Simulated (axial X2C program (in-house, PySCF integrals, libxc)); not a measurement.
## What spin–orbit coupling does to Ga₂⁻

Calculated with an in-house relativistic program for diatomic molecules. Spin-free means the one-electron spin-free X2C Hamiltonian; two-component (2c) means X2C with spin–orbit coupling and atomic mean-field two-electron Coulomb and Gaunt terms, so the difference of the two also holds small scalar two-electron terms. Basis: Ga dyall-acv3z [10s10p8d5f1g] (cores contracted in-house); Gaussian nuclei, density fitting, unrestricted open shells. Masses: Ga 68.926 u.

Spin-free state: M_S = 3/2, Λ = 0 (beyond evenly filled blocks: σα, π+α, π-α); fragments Ga- + Ga.

```json
{"level": "PBE0", "Re (Å)": "2.506", "ωe (cm⁻¹)": "200.2", "De (eV)": "2.368"}
{"level": "HF", "Re (Å)": "2.567", "ωe (cm⁻¹)": "194.6", "De (eV)": "1.490"}
{"level": "MP2", "Re (Å)": "2.528", "ωe (cm⁻¹)": "208.3", "De (eV)": "2.304"}
{"level": "CCSD", "Re (Å)": "2.550", "ωe (cm⁻¹)": "199.6", "De (eV)": "2.169"}
{"level": "CCSD(T)", "Re (Å)": "2.553", "ωe (cm⁻¹)": "198.4", "De (eV)": "2.306"}
{"level": "BLYP", "Re (Å)": "2.579", "ωe (cm⁻¹)": "172.4", "De (eV)": "2.111"}
```

Correlated methods: 7 electrons correlated (number of frozen shells: Ga 3 s, 2 p, 1 d), 385 virtual spin orbitals or spinors in MP2, 90 natural virtuals in coupled cluster.

Two-component determinant lowest at the distance of the search:

Ω = 3/2 (⟨Sz⟩ = 1.50, ⟨Lz⟩ = 0.00 at HF); fragments Ga- + Ga.

```json
{"level": "PBE0", "Re (Å)": "2.507", "ωe (cm⁻¹)": "199.9"}
{"level": "HF", "Re (Å)": "2.568", "ωe (cm⁻¹)": "194.4"}
{"level": "MP2", "Re (Å)": "2.529", "ωe (cm⁻¹)": "208.1"}
{"level": "CCSD", "Re (Å)": "2.550", "ωe (cm⁻¹)": "199.3"}
{"level": "CCSD(T)", "Re (Å)": "2.553", "ωe (cm⁻¹)": "198.2"}
{"level": "BLYP", "Re (Å)": "2.580", "ωe (cm⁻¹)": "172.1"}
```

(1) From the two tables, how do the constants change at the CCSD(T) level (2c against spin-free)?

Occupations by symmetry block were frozen at the best pattern of an incomplete PBE0 search. Dissociation energies refer to the lowest single-determinant-based atoms at the same level and basis. De is not given where an atomic determinant may have missed its ground term or J level, or where the truncated virtual space spoils (T). Density functionals use the spin component along the axis (collinear). Coupled cluster ran in a truncated set of natural virtual spinors; the MP2 energy of the rest was added. (T) has no such correction and the atoms are truncated less, which lowers De at CCSD(T) by a hundredth of an eV or more. PBE0 can misorder states that lie within some tenths of an eV, so this need not be the ground state of the molecule. The nearest other spin-free determinant of the search, M_S = 1/2, Λ = 0, lies 0.26 eV up at the distance of the search. The functionals have no current-density term, which raises determinants with orbital currents, atoms included. With several unpaired electrons one determinant need not be a pure state. The highest occupied level of some functionals is positive through self-interaction error; at Hartree–Fock it is bound. This is the top spin component of a Σ state; components of lower Ω are not single determinants and can lie lower. With the outer-core shells frozen, correlated bond lengths of heavy atoms tend to come out a few hundredths of an ångström too long. Hartree–Fock gets electron affinities wrong, so its lowest charge split need not be the true one.

## Answers

(1) At the CCSD(T) level Re is unchanged within 0.001 Å and ωe stays the same within 0.2 cm⁻¹.
